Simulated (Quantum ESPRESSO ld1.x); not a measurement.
Values are calculated unless marked as measured or tabulated.
Problem. All-electron atom: the boron ion B2+ in [He] 7d1 (not the ground configuration). Level of theory: non-relativistic Kohn-Sham, LDA (Slater exchange, Perdew-Zunger correlation), spin-polarised, spherical densities, point nucleus; open shells are filled with parallel spins first (ld1.x of Quantum ESPRESSO 7.5). Some entries of the table are withheld. Estimate them.

| orbital | occ. | eigenvalue (hartree) | <r^2> (bohr^2) | <r> (bohr) |
|---|---|---|---|---|
| 1s up | 1 | -8.35746 | (1) | 0.3286 |
| 1s down | 1 | -8.35737 | (2) | 0.3286 |
| 7d up | 1 | (3) | 588.7 | (4) |
| 7d down | 0 | (5) | 598.8 | (6) |

Solution. 
(1) 1s up <r^2> (bohr^2): 0.1461
(2) 1s down <r^2> (bohr^2): 0.1461
(3) 7d up eigenvalue (hartree): -0.08524
(4) 7d up <r> (bohr): 22.91
(5) 7d down eigenvalue (hartree): -0.08116
(6) 7d down <r> (bohr): 23.04
